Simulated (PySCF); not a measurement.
Precursor series Hf OH-NH2. Gas-phase values, no solvent. One relaxed conformer stands for each flexible species; it need not be the lowest.

The charge on the central atom (Mulliken) from two functionals at the same geometries (BP86-D3(BJ)/def2-SVP), both in PySCF: PBE-D3(BJ)/def2-TZVP and B3LYP-D3(BJ)/def2-TZVP. B3LYP has the VWN-RPA correlation part, as in Gaussian. 

```csv
species,B3LYP-D3(BJ)/def2-TZVP (e)
0 of 4 OH replaced by NH2 ([Hf(OH)4]),1.64
3 of 4 OH replaced by NH2 ([Hf(OH)(NH2)3]),1.44
4 of 4 OH replaced by NH2,1.40
```

**Question.** What does PBE-D3(BJ)/def2-TZVP give for each?

**Answer.** 
- 0 of 4 OH replaced by NH2 ([Hf(OH)4]): 1.43
- 3 of 4 OH replaced by NH2 ([Hf(OH)(NH2)3]): 1.24
- 4 of 4 OH replaced by NH2: 1.21
Over these rows, drawn at random from the members with no instability flagged (it was tested for open shells, ions and some series alone), PBE minus B3LYP-D3(BJ): mean -0.20 e, from -0.21 e to -0.20 e.
